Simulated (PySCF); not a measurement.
Atomic charges by several schemes

Compound: C6H5N.
Structure used (GFN2-xTB), in Å, numbered top down from 1:
```xyz
12
C6H5N angstrom
C      2.5128   -1.2065    0.1194
C      1.6438   -0.4216    0.3926
C      0.6420    0.5035    0.7277
C     -0.5834    0.5137    0.1708
C     -1.0540   -0.4484   -0.8747
C     -1.5168    1.4903    0.5809
N     -2.2842    2.2797    0.9039
H      3.2733   -1.8898   -0.1163
H      0.9073    1.2351    1.4811
H     -1.9289   -0.9920   -0.5175
H     -1.3459    0.0910   -1.7759
H     -0.2648   -1.1556   -1.1180
```

Density: PBE0/pcSseg-1 (PySCF); schemes: Mulliken, IAO, Hirshfeld and ESP-fitted. Geometry: GFN2-xTB; no solvent, vibrations or thermal averaging.

**Question.** Give the atomic charges in each scheme.

**Answer.** In e:

```
atom                      environment  Mulliken     IAO  Hirshfeld  ESP-fitted
  C1           terminal alkyne carbon    -0.316  -0.208     -0.082      -0.524
  C2                    alkyne carbon    +0.285  -0.028     -0.034      +0.282
  C3                 alkene CH carbon    -0.038  -0.140     -0.016      -0.452
  C4  fully substituted alkene carbon    -0.349  -0.005     +0.037      +0.204
  C5                   allylic carbon    -0.118  -0.422     -0.106      -0.412
  C6                   nitrile carbon    +0.136  +0.137     +0.079      +0.317
  N7                 nitrile nitrogen    -0.235  -0.233     -0.214      -0.438
  H8                  alkyne hydrogen    +0.055  +0.210     +0.100      +0.343
  H9                 vinylic hydrogen    +0.142  +0.188     +0.071      +0.242
 H10                  methyl hydrogen    +0.148  +0.168     +0.058      +0.145
 H11                  methyl hydrogen    +0.148  +0.168     +0.058      +0.146
 H12                  methyl hydrogen    +0.142  +0.166     +0.048      +0.147
```

Mean size of the charges over all atoms: ESP-fitted 0.304 e, Mulliken 0.176 e, IAO 0.173 e, Hirshfeld 0.075 e. Each set sums to the total charge, 0, to within 0.001 e. The Mulliken scheme counts on each atom the diagonal of the density matrix times the overlap matrix over that atom's basis functions. The Hirshfeld scheme divides the density at each point in proportion to the densities of the neutral, spherically averaged free atoms.

Lowest charge. The schemes don't all agree: Mulliken C4 (-0.349); IAO C5 (-0.422); Hirshfeld N7 (-0.214); ESP-fitted C1 (-0.524).

Highest charge. The schemes don't all agree: Mulliken C2 (+0.285); IAO H8 (+0.210); Hirshfeld H8 (+0.100); ESP-fitted H8 (+0.343).

**Question.** How closely do the schemes follow one another over all atoms?

**Answer.** Correlation coefficient and root-mean-square difference: IAO with Hirshfeld 0.87, 0.129 e; IAO with ESP-fitted 0.85, 0.190 e; Hirshfeld with ESP-fitted 0.81, 0.263 e; Mulliken with ESP-fitted 0.64, 0.254 e; Mulliken with IAO 0.63, 0.173 e; Mulliken with Hirshfeld 0.54, 0.169 e.

**Question.** How many electrons does the Mulliken scheme count on C1?

**Answer.** Z − q = 6 − (-0.316) = 6.316.

**Question.** Sum the charges by element, for elements with more than one atom.

**Answer.** 
```
element  atoms  Mulliken     IAO  Hirshfeld  ESP-fitted
      C      6    -0.399  -0.666     -0.122      -0.585
      H      5    +0.635  +0.899     +0.335      +1.023
```
